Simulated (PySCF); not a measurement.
Isomers of C9H11N, from PySCF, PBE0-D3(BJ)/def2-SVP geometry optimisation, gas phase. One conformer each, no zero-point energy, no frequencies.

Question: Which is lowest in electronic energy at this level?
A. `[H]/[N:10]=[CH:9]/[C:8]1=[CH:7][C:4]([CH2:5][CH3:6])=[CH:3][C:2]1=[CH2:1]` with C3–C4–C5–C6 1°, C7–C8–C9–N10 180°: A = 3329, B = 762.3, C = 625.1 MHz, dipole 1.63 D
B. `[CH2:1]=[CH:2][C@@H:3]([CH3:4])[c:5]1[cH:6][cH:7][n:8][cH:9][cH:10]1` with C1–C2–C3–C4 117°, C2–C3–C5–C6 -67°: A = 2611, B = 830.5, C = 781.9 MHz, dipole 2.54 D
C. `[CH3:1][C@@H:2]([C:3]#[N:4])[C@:5]12[CH2:6][C@@H:7]3[C@H:8]([CH2:9]1)[C@H:10]23` with C1–C2–C5–C6 -55°: A = 2578, B = 1078, C = 942.4 MHz, dipole 4.13 D
D. `[cH:1]1[cH:2][cH:3][c:4]2[c:5]([cH:6]1)[CH2:7][CH2:8][CH2:9][NH:10]2` with C4–C5–C7–C8 -22°, C5–C7–C8–C9 49°, C7–C8–C9–N10 -58°, C8–C9–N10–C4 42° (1,2,3,4-tetrahydroquinoline): A = 2860, B = 1155, C = 846.3 MHz, dipole 2.01 D
E. `[CH2:1]=[N:2][c:3]1[cH:4][cH:5][c:6]([CH2:7][CH3:8])[cH:9][cH:10]1` with C1–N2–C3–C4 42°, C5–C6–C7–C8 -87°: A = 3819, B = 710.7, C = 650.6 MHz, dipole 1.59 D
F. `[CH:1]#[C:2][C:3]([CH3:4])([CH3:5])[n:6]1[cH:7][cH:8][cH:9][cH:10]1` with C2–C3–N6–C7 -179°: A = 2343, B = 1087, C = 884.2 MHz, dipole 2.31 D

Answer: D. That is `C1=CC=C2NCCCC2=C1` (1,2,3,4-tetrahydroquinoline), 26.4 kcal/mol below the next.

```
                                     SMILES                                                                    mapped SMILES      E (Eh)  relative (kcal/mol)  relative (kJ/mol)  dipole (D)
                           c1ccc2c(c1)CCCN2             [cH:1]1[cH:2][cH:3][c:4]2[c:5]([cH:6]1)[CH2:7][CH2:8][CH2:9][NH:10]2  -403.60076                  0.0                0.0        2.01
                            C=Nc1ccc(CC)cc1               [CH2:1]=[N:2][c:3]1[cH:4][cH:5][c:6]([CH2:7][CH3:8])[cH:9][cH:10]1  -403.55863                 26.4              110.6        1.59
                       C=C[C@@H](C)c1ccncc1             [CH2:1]=[CH:2][C@@H:3]([CH3:4])[c:5]1[cH:6][cH:7][n:8][cH:9][cH:10]1  -403.55032                 31.7              132.4        2.54
                    [H]/N=C/C1=CC(CC)=CC1=C        [H]/[N:10]=[CH:9]/[C:8]1=[CH:7][C:4]([CH2:5][CH3:6])=[CH:3][C:2]1=[CH2:1]  -403.52074                 50.2              210.1        1.63
                          C#CC(C)(C)n1cccc1              [CH:1]#[C:2][C:3]([CH3:4])([CH3:5])[n:6]1[cH:7][cH:8][cH:9][cH:10]1  -403.49186                 68.3              285.9        2.31
C[C@@H](C#N)[C@]12C[C@@H]3[C@H](C1)[C@@H]32  [CH3:1][C@@H:2]([C:3]#[N:4])[C@:5]12[CH2:6][C@@H:7]3[C@H:8]([CH2:9]1)[C@H:10]23  -403.47934                 76.2              318.8        4.13
```

As drawn, the lowest has an aromatic ring and an N–H bond, which the highest lacks; the highest has a three-membered ring, a four-membered ring and a C≡N group, which the lowest lacks.
